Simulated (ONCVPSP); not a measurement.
La (Z = 57): one change to an ONCV potential, before and after

- Element: La
- Generator: ONCVPSP 4.0.1
- Type: optimised norm-conserving Vanderbilt (ONCV)
- Functional: PBEsol
- Relativity: scalar-relativistic
- Frozen core: [Kr] 4d10
- Valence charge: 11
- Reference configuration: 5s2 5p6 5d1 6s1 (charge +1)
- Partial waves: 5s+6s: rc 2.30 bohr, ncon 4, nbas 8, qcut 4.1 1/bohr, 2 projectors; 5p: rc 2.10 bohr, ncon 4, nbas 7, qcut 4.5 1/bohr, 2 projectors, debl 1.2 Ha; 5d: rc 3.05 bohr, ncon 5, nbas 9, qcut 4.4 1/bohr, 2 projectors, debl 0.9 Ha; f scattering state at 0.11 Ha: rc 2.10 bohr, ncon 4, nbas 7, qcut 4.8 1/bohr, local
- Local potential: the f channel
- Core correction: Teter function, parameters optimised by the program

In the f channel the program set the typed energies aside and used -0.376 Ha.

All-electron outer shells of the reference configuration (PBEsol, scalar-relativistic, ld1.x):

```csv
shell,level (eV),outermost node (bohr),outermost maximum (bohr)
5s,-44.79,0.77,1.41
5p,-28.22,0.83,1.58
5d,-8.53,0.95,2.19
6s,-8.37,1.85,3.60
```

Change: all radii but the core radius scaled by about 0.93 (s 2.14, p 1.96, d 2.84, f 1.96 bohr).

Cutoffs: the cutoffs (Ha) at which the residual kinetic energy of the hardest occupied pseudo-wave falls to 1 and 0.1 mHa per electron; they do not see the model core or the augmentation charge, which bear on the density cutoff. Errors are all-electron minus pseudo energies relative to the spin-unpolarised reference configuration.

Question: Predict the effect on cutoff, ghosts and configuration errors.

Answer: The potential gets harder (9.8 Ha and 29 Ha → 16 Ha and 36 Ha); both files keep a bound ghost (p, s); the errors of the 4 common tests hardly move. A smaller radius makes the pseudo-wave follow the all-electron one further in, where it bends more sharply, so more plane waves are needed.

```csv
quantity,base,changed
"cutoff, loose",9.8 Ha,16 Ha
"cutoff, tight",29 Ha,36 Ha
loose cutoff by channel,"s 7.3 Ha, p 9.8 Ha, d 6.0 Ha","s 8.7 Ha, p 16 Ha, d 6.0 Ha"
bound ghosts,"s, p","s, p"
GHOST(+) flags under 300 eV,d at 72.1 eV,"s at 50.4 eV, d at 66.2 eV"
"error for 5s2 5p6 5d1 6s2, meV [ΔE -6.00 eV]",+0.2,+0.3
"error for 5s2 5p6 5d1 6s0, meV [ΔE 10.85 eV]",-3.5,-3.1
"error for 5s2 5p6 5d0 6s0, meV [ΔE 29.76 eV]",-0.3,-0.6
"error for 5s2 5p6 5d2 6s0, meV [ΔE 0.06 eV]",-9.7,-8.3
"rms error of d²Exc/dni dnj with the model core, mHa",0.19,0.17
```

Base: The cutoffs count occupied waves only; projector 1 of the f channel, the hardest unoccupied one, needs 51 Ha at the loose tolerance. Changed file: The cutoffs count occupied waves only; projector 1 of the f channel, the hardest unoccupied one, needs 63 Ha at the loose tolerance. A true bound ghost makes a file unfit for plane-wave use even where its test errors are small: the radial tests pick states by their node count and pass the ghost by.
